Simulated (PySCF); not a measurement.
Species: C2H2N2O4S.
SMILES: `O=S(=O)(O)c1ncno1`

A PySCF run (density fitting, gas phase, GFN2-xTB geometry) gave HOMO -9.22 eV, LUMO -2.17 eV, dipole 3.96 D.

Task: Which of these levels was it?
A. HF/def2-SVPD
B. PBE0/STO-3G
C. PBE0/pcSseg-1
D. X3LYP/pcseg-1

Result: D. It is X3LYP/pcseg-1. All candidates on this geometry:

```csv
level and settings,kind,basis functions,SCF cycles,E (Eh),HOMO (eV),LUMO (eV),dipole (D)
PBE0/STO-3G,global hybrid,51,16,-873.9953,-4.86,1.25,2.23
"X3LYP/pcseg-1, grid level 1",global hybrid,140,12,-885.5374,-9.22,-2.17,3.96
"PBE0/pcSseg-1, level shift 0.1 Eh",global hybrid,170,12,-885.1452,-9.41,-2.04,3.91
"HF/def2-SVPD, grid level 3",Hartree–Fock,215,13,-882.1331,-12.25,1.57,4.51
```

The nearest other candidate, by the summed differences of HOMO and LUMO, is PBE0/pcSseg-1: its HOMO differs by -0.19 eV and its LUMO by +0.13 eV. Cycle counts include a coarse-grid stage where the run had one.

The values belong to the conformer `[O:1]=[S:2](=[O:3])([OH:4])[c:5]1[n:6][cH:7][n:8][o:9]1`: O1–S2–C5–N6 -79°, H–O4–S2–O1 28°.
